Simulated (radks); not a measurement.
Results of a calculation; reference values are marked as such.
Spherical jellium clusters: N electrons in a uniform positive sphere of charge N and radius rs N^(1/3), rs = 3.81 bohr. Level of theory: non-relativistic Kohn-Sham, LDA (Slater exchange, Perdew-Wang correlation), spin-polarised, spherical densities (a radial shooting solver with Libxc functionals). Levels are named by radial order and angular momentum (1s, 1p, 1d, 2s, ...), and open shells are averaged over m.

N = 12, configuration 1s2 1p6 1d(up 4, down 0). This is the lowest configuration that the search found. Occupied and some empty levels:

| level | occupation | eigenvalue (eV) | <r> (bohr) |
|---|---|---|---|
| 1s up | 1 | -5.2979 | 5.625 |
| 1s down | 1 | -4.9514 | 5.397 |
| 1p up | 3 | -4.1840 | 6.722 |
| 1p down | 3 | -3.7442 | 6.677 |
| 1d up | 4 | -2.8068 | 7.642 |
| 1d down | 0 | -2.3514 | 7.737 |
| 2s up | 0 | -2.2293 | 7.001 |
| 2s down | 0 | -1.9980 | 7.207 |
| 1f up | 0 | -1.2843 | 8.680 |
| 2p up | 0 | -0.89512 | 9.689 |
| 1f down | 0 | -0.87395 | 8.998 |
| 2p down | 0 | -0.69754 | 10.21 |

Energy (eV): total -20.8328, kinetic 23.273, external -527.32, Hartree 258.65, exchange-correlation -44.960, background 269.53.
